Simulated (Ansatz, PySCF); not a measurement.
C4H8Si2, SMILES [SiH3]C1=CC=C[SiH2]1. Atoms are numbered in the order given.

```xyz
14

Si     0.0223    -2.3274     0.0000
C      0.1357    -0.4728     0.0000
C      1.3124     0.2200     0.0000
C      1.2576     1.6977     0.0000
C      0.0258     2.2651     0.0000
Si    -1.2048     0.8510     0.0000
H     -0.7189    -2.8194     1.2033
H     -0.7189    -2.8194    -1.2033
H      1.3949    -2.9215     0.0000
H      2.2954    -0.2729     0.0000
H      2.1920     2.2736     0.0000
H     -0.1174     3.3488     0.0000
H     -2.0806     0.8098    -1.2113
H     -2.0806     0.8098     1.2113
```
Charge 0, spin multiplicity 1.

The structure is a stationary point at r2SCAN-D4/def2-SVP. This is a generated structure with no PubChem entry under its InChIKey; it may be hypothetical.

Vertical ionisation energy (IE) and electron affinity (EA) in eV. Rows of orbital energies are one-electron estimates. Where ΔSCF, EOM or ADC give a negative EA the extra electron is unbound and the value depends on the basis.

| level | IE | EA |
|---|---|---|
| −ε(HOMO), −ε(LUMO), B3LYP/def2-TZVP (PySCF) | 6.74 | 2.10 |
| −ε(HOMO), −ε(LUMO), PBE/def2-TZVP (PySCF) | … | … |
| ΔSCF, ωB97X-V/def2-SVPD (Ansatz), final states of multiplicity 2 and 2 | 8.84 | 0.13 |
| ΔSCF, PBE/def2-SVPD (Ansatz), final states of multiplicity 2 and 2 | 8.67 | 0.31 |

**Question.** Some entries are withheld; supply them. (The exact figures need the calculation; the answer reports its results.)

**Answer.** 
- −ε(HOMO), −ε(LUMO), PBE/def2-TZVP (PySCF), IE: 6.00
- −ε(HOMO), −ε(LUMO), PBE/def2-TZVP (PySCF), EA: 2.82

**Question.** What vertical singlet–triplet gap does ΔSCF give with ωB97X-V/def2-SVPD (Ansatz, a program for electronic structure) and with PBE/def2-SVPD (Ansatz)? (The exact figures need the calculation; the answer reports its results.)

**Answer.** 2.85 and 2.63 eV (triplet above singlet where positive).
